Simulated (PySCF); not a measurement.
Species: C3H8BCl.
Atom-mapped SMILES: `[BH2:1][CH2:2][C@@H:3]([CH3:4])[Cl:5]` (hydrogens: H6, H7 on B1; H8, H9 on C2; H10 on C3; H11, H12, H13 on C4)

Structure used (PBE0-D3(BJ)/def2-SVP), in Å, numbered top down from 1:
```
atom  x, y, z in Å
B1     1.6802    0.4003   -0.6691
C2     0.6853   -0.7065   -0.2131
C3    -0.4360   -0.2922    0.7181
C4    -1.4768    0.5837    0.0531
Cl5   -1.2527   -1.7618    1.3977
H6     2.4957    0.1486   -1.5262
H7     1.7029    1.4965   -0.1527
H8     0.2929   -1.2745   -1.0762
H9     1.3498   -1.4391    0.2943
H10   -0.0196    0.2210    1.5975
H11   -2.2802    0.8472    0.7547
H12   -1.0079    1.5159   -0.3017
H13   -1.9243    0.0671   -0.8095
```

Jobs on this species (13 atoms, 48 electrons) with PySCF (density fitting). Hardware of each: one thread, Arm Neoverse V1 (aarch64), shared host. Times come from a shared host and carry two figures at best. Peak memory is the resident size of the whole Python process, interpreter and libraries included.

Task: Rank these jobs by wall time, shortest first.
A. delta-SCF UKS HF, pcX-2 on the ionised atom, pcseg-1 elsewhere, spin-free X2C; ΔSCF core ionisation, 6 holes; 156 basis functions
B. delta-SCF UKS B3LYP, pcX-2 on the ionised atom, pcseg-1 elsewhere, spin-free X2C; ΔSCF core ionisation, 6 holes; 156 basis functions
C. delta-SCF UKS SCAN, def2-TZVP on the ionised atom, pcseg-1 elsewhere, spin-free X2C; ΔSCF core ionisation, 6 holes; 133 basis functions

Result: A (23 s), B (45 s), C (82 s).

All jobs:

```tsv
level and settings	work	basis functions	SCF cycles	wall time	peak memory
delta-SCF UKS HF, pcX-2 on the ionised atom, pcseg-1 elsewhere, spin-free X2C	ΔSCF core ionisation, 6 holes	156	78	23 s	0.58 GiB
PBE0-D3(BJ)/def2-SVP, grid level 1	geometry optimisation from a GFN2-xTB start shaken at random	114	56	42 s	0.48 GiB
delta-SCF UKS PBE0, pcX-2 on the ionised atom, pcseg-1 elsewhere, spin-free X2C	ΔSCF core ionisation, 6 holes	156	84	43 s	0.66 GiB
delta-SCF UKS PBE, pcX-2 on the ionised atom, pcseg-1 elsewhere, spin-free X2C	ΔSCF core ionisation, 6 holes	156	222	44 s	0.63 GiB
delta-SCF UKS B3LYP, pcX-2 on the ionised atom, pcseg-1 elsewhere, spin-free X2C	ΔSCF core ionisation, 6 holes	156	87	45 s	0.66 GiB
delta-SCF UKS SCAN, pcX-2 on the ionised atom, pcseg-1 elsewhere, spin-free X2C	ΔSCF core ionisation, 6 holes	156	126	53 s	0.52 GiB
delta-SCF UKS SCAN, pcX-1 on the ionised atom, pcseg-1 elsewhere, spin-free X2C	ΔSCF core ionisation, 6 holes	136	223	72 s	0.50 GiB
delta-SCF UKS SCAN, def2-TZVP on the ionised atom, pcseg-1 elsewhere, spin-free X2C	ΔSCF core ionisation, 6 holes	133	224	82 s	0.50 GiB
delta-SCF UKS SCAN, pcX-2 on the ionised atom, pcseg-1 elsewhere, non-relativistic	ΔSCF core ionisation, 6 holes	156	231	88 s	0.56 GiB
```

Task: What do all jobs in the table cost together?

Result: About 8.2 min; the longest takes about 18 % of that, and about 3.8 times as long as the shortest.
